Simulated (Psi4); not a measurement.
Input file for Psi4: SAPT0/aug-cc-pVDZ on C2H5Br (a complex), monomers drawn apart or pushed together.

```
memory 1800 MB

molecule dimer {
0 1
C    -0.14505955   -0.59116914    0.32365369
C     0.13863937    0.68865879    0.11543025
H     0.63022878   -1.34672923    0.36179590
H    -1.16365290   -0.93312190    0.46149653
H    -0.63671769    1.44398702    0.07450053
H     1.15687198    1.03045478   -0.02518372
--
0 1
Br    0.35779122    0.64400761    4.31992030
H     0.23289989    0.43719342    2.90384304
units angstrom
symmetry c1
no_reorient
no_com
}

set {
  basis aug-cc-pVDZ
  scf_type df
  freeze_core true
}

energy('sapt0')
```

Program output:

```
[...]
==> Input File <==

--------------------------------------------------------------------------
memory 1800 MB

molecule dimer {
0 1
C    -0.14505955   -0.59116914    0.32365369
C     0.13863937    0.68865879    0.11543025
H     0.63022878   -1.34672923    0.36179590
H    -1.16365290   -0.93312190    0.46149653
H    -0.63671769    1.44398702    0.07450053
H     1.15687198    1.03045478   -0.02518372
--
0 1
Br    0.35779122    0.64400761    4.31992030
H     0.23289989    0.43719342    2.90384304
units angstrom
symmetry c1
no_reorient
no_com
}

set {
  basis aug-cc-pVDZ
  scf_type df
  freeze_core true
}

energy('sapt0')
--------------------------------------------------------------------------


   => Loading Basis Set <=

    Name: AUG-CC-PVDZ
    Role: ORBITAL
    Keyword: BASIS
    atoms 1-2    entry C          line   182 file aug-cc-pvdz.gbs
    atoms 3-6, 8 entry H          line    40 file aug-cc-pvdz.gbs
    atoms 7      entry BR         line  3326 file aug-cc-pvdz.gbs

   => Loading Basis Set <=

    Name: AUG-CC-PVDZ
    Role: ORBITAL
    Keyword: BASIS
    atoms 1-2    entry C          line   182 file aug-cc-pvdz.gbs
    atoms 3-6, 8 entry H          line    40 file aug-cc-pvdz.gbs
    atoms 7      entry BR         line  3326 file aug-cc-pvdz.gbs


  //>>>>>>>>>>>>>>>>>>>>>>>>>>>>>>>>>>>//
  //              Dimer HF             //
  //<<<<<<<<<<<<<<<<<<<<<<<<<<<<<<<<<<<//

   => Libint2 <=

    Primary   basis highest AM E, G, H:  7, 6, 3
    Auxiliary basis highest AM E, G, H:  7, 7, 4
    Onebody   basis highest AM E, G, H:  -, -, -
    Solid Harmonics ordering:            Gaussian


   => Loading Basis Set <=

    Name: AUG-CC-PVDZ
    Role: ORBITAL
    Keyword: BASIS
    atoms 1-2    entry C          line   182 file aug-cc-pvdz.gbs
    atoms 3-6, 8 entry H          line    40 file aug-cc-pvdz.gbs
    atoms 7      entry BR         line  3326 file aug-cc-pvdz.gbs


         ---------------------------------------------------------
                                   SCF
               by Justin Turney, Rob Parrish, Andy Simmonett
                          and Daniel G. A. Smith
                              RHF Reference
                        1 Threads,   1716 MiB Core
         ---------------------------------------------------------

  ==> Geometry <==

    Molecular point group: c1
    Full point group: C1

    Geometry (in Angstrom), charge = 0, multiplicity = 1:

       Center              X                  Y                   Z               Mass
    ------------   -----------------  -----------------  -----------------  -----------------
         C           -0.145059550000    -0.591169140000     0.323653690000    12.000000000000
         C            0.138639370000     0.688658790000     0.115430250000    12.000000000000
         H            0.630228780000    -1.346729230000     0.361795900000     1.007825032230
         H           -1.163652900000    -0.933121900000     0.461496530000     1.007825032230
         H           -0.636717690000     1.443987020000     0.074500530000     1.007825032230
         H            1.156871980000     1.030454780000    -0.025183720000     1.007825032230
         BR           0.357791220000     0.644007610000     4.319920300000    78.918337600000
         H            0.232899890000     0.437193420000     2.903843040000     1.007825032230

  Running in c1 symmetry.

  Rotational constants: A =      0.83698  B =      0.01102  C =      0.01093 [cm^-1]
  Rotational constants: A =  25091.94482  B =    330.49277  C =    327.65204 [MHz]
  Nuclear repulsion =  118.754534813213056

  Charge       = 0
  Multiplicity = 1
  Electrons    = 52
  Nalpha       = 26
  Nbeta        = 26

  ==> Algorithm <==

  SCF Algorithm Type is DF.
  DIIS enabled.
  MOM disabled.
  Fractional occupation disabled.
  Guess Type is SAD.
  Energy threshold   = 1.00e-08
  Density threshold  = 1.00e-08
  Integral threshold = 1.00e-12

  ==> Primary Basis <==

  Basis Set: AUG-CC-PVDZ
    Blend: AUG-CC-PVDZ
    Number of shells: 57
    Number of basis functions: 127
    Number of Cartesian functions: 134
    Spherical Harmonics?: true
    Max angular momentum: 2

   => Loading Basis Set <=

    Name: (AUG-CC-PVDZ AUX)
    Role: JKFIT
    Keyword: DF_BASIS_SCF
    atoms 1-2    entry C          line   154 file aug-cc-pvdz-jkfit.gbs
    atoms 3-6, 8 entry H          line    70 file aug-cc-pvdz-jkfit.gbs
    atoms 7      entry BR         line  1380 file aug-cc-pvdz-jkfit.gbs

  ==> Integral Setup <==

  DFHelper Memory: AOs need 0.067 GiB; user supplied 1.257 GiB.
  SCF_SUBTYPE=INCORE selected. In-core MEM_DF algorithm will be used.
  Using in-core AOs.

  ==> MemDFJK: Density-Fitted J/K Matrices <==

    J tasked:                   Yes
    K tasked:                   Yes
    wK tasked:                   No
    OpenMP threads:               1
    Algorithm:                 Core
    Schwarz Cutoff:           1E-12
    Mask sparsity (%):       0.7440
    Fitting Condition:        1E-10

  
[...]
19A      3.513139   120A      3.941633
     121A      4.006097   122A      4.251960   123A      5.185601
     124A      5.255612   125A      5.642359   126A     18.129179
     127A     18.896044

    Final Occupation by Irrep:
              A
    DOCC [    18 ]
    NA   [    18 ]
    NB   [    18 ]

  @DF-RHF Final Energy: -2572.29942698715013

   => Energetics <=

    Nuclear Repulsion Energy =             12.8929324602637791
    One-Electron Energy =               -3607.3071930620071726
    Two-Electron Energy =                1022.1148336145932944
    Total Energy =                      -2572.2994269871501274

Computation Completed


Properties will be evaluated at   0.000000,   0.000000,   0.000000 [a0]

Properties computed using the SCF density matrix


 Multipole Moments:

 ------------------------------------------------------------------------------------
     Multipole            Electronic (a.u.)      Nuclear  (a.u.)        Total (a.u.)
 ------------------------------------------------------------------------------------

 L = 1.  Multiply by 2.5417464519 to convert [e a0] to [Debye]
 Dipole X            :        -24.1390241           24.1045766           -0.0344475
 Dipole Y            :        -43.4781515           43.4211060           -0.0570455
 Dipole Z            :       -291.5993672          291.2087868           -0.3905804
 Magnitude           :                                                    0.3962245

 ------------------------------------------------------------------------------------

  Constructing Basis Sets for SAPT...

   => Loading Basis Set <=

    Name: (AUG-CC-PVDZ AUX)
    Role: RIFIT
    Keyword: DF_BASIS_SAPT
    atoms 1-2    entry C          line   112 file aug-cc-pvdz-ri.gbs
    atoms 3-6, 8 entry H          line    30 file aug-cc-pvdz-ri.gbs
    atoms 7      entry BR         line   970 file aug-cc-pvdz-ri.gbs

   => Loading Basis Set <=

    Name: (AUG-CC-PVDZ AUX)
    Role: JKFIT
    Keyword: DF_BASIS_ELST
    atoms 1-2    entry C          line   154 file aug-cc-pvdz-jkfit.gbs
    atoms 3-6, 8 entry H          line    70 file aug-cc-pvdz-jkfit.gbs
    atoms 7      entry BR         line  1380 file aug-cc-pvdz-jkfit.gbs


  //>>>>>>>>>>>>>>>>>>>>>>>>>>>>>>>>>>>//
  //               SAPT0               //
  //<<<<<<<<<<<<<<<<<<<<<<<<<<<<<<<<<<<//



        SAPT0
    Ed Hohenstein
     6 June 2009

      Orbital Information
  --------------------------
    NSO        =       127
    NMO        =       127
    NRI        =       389
    NRI (Elst) =       526
    NOCC A     =         8
    NOCC B     =        18
    FOCC A     =         2
    FOCC B     =         9
    NVIR A     =       119
    NVIR B     =       109

    Elst10,r            =    -0.004287363955 [Eh]
    Exch10              =     0.004242261490 [Eh]
    Exch10 (S^2)        =     0.004221776508 [Eh]

    Maxiter = 50
    CPHF R converge = 1.000000E-08

    Iter     Energy [mEh]          dE [mEh]         Residual      Time [s]
       1      -1.66604264       1.666042642     6.269579e-03             0
       2      -2.07050314       0.404460494     1.824673e-03             0
       3      -2.09678432       0.026281185     3.939191e-04             0
       4      -2.08756826      -0.009216057     1.063030e-04             0
       5      -2.08694768      -0.000620582     2.154331e-05             0
       6      -2.08738424       0.000436558     2.924778e-06             0
       7      -2.08735285      -0.000031391     9.156456e-07             0
       8      -2.08735198      -0.000000872     2.834271e-07             0
       9      -2.08735425       0.000002278     4.515324e-08             0
      10      -2.08735404      -0.000000212     6.822075e-09             0

    CHF Iterations converged

    Maxiter = 50
    CPHF R converge = 1.000000E-08

    Iter     Energy [mEh]          dE [mEh]         Residual      Time [s]
       1      -0.22175195       0.221751946     2.349427e-03             0
       2      -0.23980614       0.018054192     6.766392e-04             0
       3      -0.25105064       0.011244502     1.321856e-04             0
       4      -0.25002527      -0.001025372     4.074765e-05             0
       5      -0.24994494      -0.000080327     6.565166e-06             0
       6      -0.24998129       0.000036349     8.832838e-07             0
       7      -0.24997823      -0.000003057     1.157919e-07             0
       8      -0.24997844       0.000000206     1.495080e-08             0
       9      -0.24997843      -0.000000013     1.784888e-09             0

    CHF Iterations converged

    Ind20,r (A<-B)      =    -0.002087354043 [Eh]
    Ind20,r (B<-A)      =    -0.000249978427 [Eh]
    Ind20,r             =    -0.002337332470 [Eh]
    Exch-Ind20,r (A<-B) =     0.001442989528 [Eh]
    Exch-Ind20,r (B<-A) =     0.000146888738 [Eh]
    Exch-Ind20,r        =     0.001589878266 [Eh]
    Disp20              =    -0.003111299977 [Eh]
    Disp20 (SS)         =    -0.001555649988 [Eh]
    Disp20 (OS)         =    -0.001555649988 [Eh]
    Exch-Disp20         =     0.000364155412 [Eh]
    Exch-Disp20 (SS)    =     0.000234209978 [Eh]
    Exch-Disp20 (OS)    =     0.000129945434 [Eh]

    SAPT Results
  --------------------------------------------------------------------------------------------------------
    Electrostatics                 -4.28736396 [mEh]      -2.69036150 [kcal/mol]     -11.25647251 [kJ/mol]
      Elst10,r                     -4.28736396 [mEh]      -2.69036150 [kcal/mol]     -11.25647251 [kJ/mol]

    Exchange                        4.24226149 [mEh]       2.66205928 [kcal/mol]      11.13805601 [kJ/mol]
      Exch10                        4.24226149 [mEh]       2.66205928 [kcal/mol]      11.13805601 [kJ/mol]
      Exch10(S^2)                   4.22177651 [mEh]       2.64920476 [kcal/mol]      11.08427270 [kJ/mol]

    Induction                      -1.74019151 [mEh]      -1.09198666 [kcal/mol]      -4.56887217 [kJ/mol]
      Ind20,r                      -2.33733247 [mEh]      -1.46669827 [kcal/mol]      -6.13666555 [kJ/mol]
      Exch-Ind20,r                  1.58987827 [mEh]       0.99766367 [kcal/mol]       4.17422481 [kJ/mol]
      delta HF,r (2)               -0.99273730 [mEh]      -0.62295206 [kcal/mol]      -2.60643143 [kJ/mol]

    Dispersion                     -2.74714456 [mEh]      -1.72385924 [kcal/mol]      -7.21262706 [kJ/mol]
      Disp20                       -3.11129998 [mEh]      -1.95237021 [kcal/mol]      -8.16871696 [kJ/mol]
      Exch-Disp20                   0.36415541 [mEh]       0.22851097 [kcal/mol]       0.95608990 [kJ/mol]
      Disp20 (SS)                  -1.55564999 [mEh]      -0.97618511 [kcal/mol]      -4.08435848 [kJ/mol]
      Disp20 (OS)                  -1.55564999 [mEh]      -0.97618511 [kcal/mol]      -4.08435848 [kJ/mol]
      Exch-Disp20 (SS)              0.23420998 [mEh]       0.14696898 [kcal/mol]       0.61491821 [kJ/mol]
      Exch-Disp20 (OS)              0.12994543 [mEh]       0.08154199 [kcal/mol]       0.34117169 [kJ/mol]

  Total HF                         -1.78529397 [mEh]      -1.12028888 [kcal/mol]      -4.68728868 [kJ/mol]
  Total SAPT0                      -4.53243854 [mEh]      -2.84414812 [kcal/mol]     -11.89991574 [kJ/mol]

  Special recipe for scaled SAPT0 (see Manual):
    Electrostatics sSAPT0          -4.28736396 [mEh]      -2.69036150 [kcal/mol]     -11.25647251 [kJ/mol]
    Exchange sSAPT0                 4.24226149 [mEh]       2.66205928 [kcal/mol]      11.13805601 [kJ/mol]
    Induction sSAPT0               -1.71693572 [mEh]      -1.07739343 [kcal/mol]      -4.50781411 [kJ/mol]
    Dispersion sSAPT0              -2.74181792 [mEh]      -1.72051672 [kcal/mol]      -7.19864195 [kJ/mol]
  Total sSAPT0                     -4.50385610 [mEh]      -2.82621237 [kcal/mol]     -11.82487256 [kJ/mol]
  --------------------------------------------------------------------------------------------------------



*** Psi4 exiting successfully. Buy a developer a beer!
```

The run finished.

Cost: very roughly 7 core-seconds.
